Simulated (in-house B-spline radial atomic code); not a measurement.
# RPA and G0W0 on wB97X: Se⁺

Configuration [Ar] 3d10 4s2 4p3, highest spin, mean-field start wB97X. Computed with an all-electron radial atomic-structure program (B-spline basis): all electrons, scalar-relativistic (spin-free one-electron X2C), finite nucleus, each spin shell either full or empty, empty states to l = 9 with an (l + 1/2)⁻⁴ tail; G0W0 by contour deformation at full frequency.

Command:
```bash
python run_gw.py task.json out
```
Settings (radii: box in bohr, nucleus in fm):
```
Z                        34
electrons                33
configuration            [Ar] 3d10 4s2 4p3
hamiltonian              x2c
method                   wb97x
lmax                     9
rms_radius               4.14
spin_polarised           True
box_radius               23.78
intervals                71
```

Run time, properties included: 7 s on 1 thread of Arm Neoverse N1, on a shared host.

Energies (hartree):

```
                                     term        value
                         mean-field total  -2429.60058
Hartree-Fock functional on these orbitals  -2427.81608
                      direct second order      -2.6908
                    second-order exchange      0.78508
                         SOSEX correction      0.72537
```

Question: What is the RPA correlation energy, and what remains with SOSEX?

Answer: RPA gives -2.3429 hartree (-1.93 eV per electron); RPA + SOSEX gives -1.6175, and the second-order doubles -1.9057 hartree (no singles). SOSEX takes back 31 % of the RPA value.

Quasi-particle levels (eV):

```tsv
level	occupied	mean field	Σx - vxc	Σc	QP weight	G0W0
4p up	yes	-20.121	-1.22	?	?	?
4s down	yes	-29.240	1.18	-1.92	0.945	-29.973
4p down	no	-10.725	3.30	-2.12	0.951	-9.548
```

G0W0 = mean field + (Σx - vxc) + Σc, with Σc (partial-wave tail included) taken at the quasi-particle energy. Only the outer levels were computed. Levels of low weight are left out.

Question: Where does G0W0 put 4p up?

Answer: At -21.727 eV, with Σc = -0.39 eV and a quasi-particle weight of 0.950. The tabulated removal energy is 21.196 ± 0.01 eV (NIST, measured); the calculation leaves out spin-orbit coupling, Breit and QED terms, and what these don't explain is the method's own error.
